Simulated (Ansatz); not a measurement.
`[OH][Ge][Cl]` at its PBE0-D4/def2-TZVP geometry, where that method's forces vanish. Total charge 0; spin multiplicity 1.

```xyz
4

O     1.0950   -0.2505   -0.2713
Ge   -0.1891   -0.8757    0.7768
Cl   -1.7623    0.5986    0.2815
H     0.8564    0.5276   -0.7870
```

Task: What forces (eV/Å) does B3LYP-D4/def2-TZVPP give on these atoms in the Gaussian-basis code of Ansatz? (Estimate.)

Result: Ansatz gave: 
```
O1   0.234  0.103 -0.183
Ge2 -0.031 -0.338  0.282
Cl3 -0.242  0.204 -0.058
H4   0.039  0.031 -0.041
```

B3LYP here is the variant with VWN-RPA as its local correlation; programs differ in this.
